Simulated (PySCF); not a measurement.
# Correlation energy of K (potassium, neutral)

[Ar] 4s1, 2S determinant. Computed with PySCF 2.14 in aug-cc-pwCVTZ-X2C with one added diffuse shell each of s, p, d, f type (10s9p7d4f, 100 functions), with scalar relativity by spin-free X2C-1e. Frozen: [Ne]; 9 electrons correlated.

MP2 pair energies summed by pair of shells (mhartree):

| pair | energy | share (%) |
| --- | --- | --- |
| 3p-3p | -150.65 | 73.8 |
| 3s-3p | -34.73 | 17.0 |
| 3p-4s | -10.24 | 5.0 |
| 3s-3s | -8.00 | 3.9 |
| 3s-4s | -0.55 | 0.3 |

Total MP2 correlation energy: -204.17 mhartree.

Same-spin part -55.70 and opposite-spin part -148.47 mhartree; SCS-MP2 scales them by 1/3 and 6/5 to -196.73 mhartree.
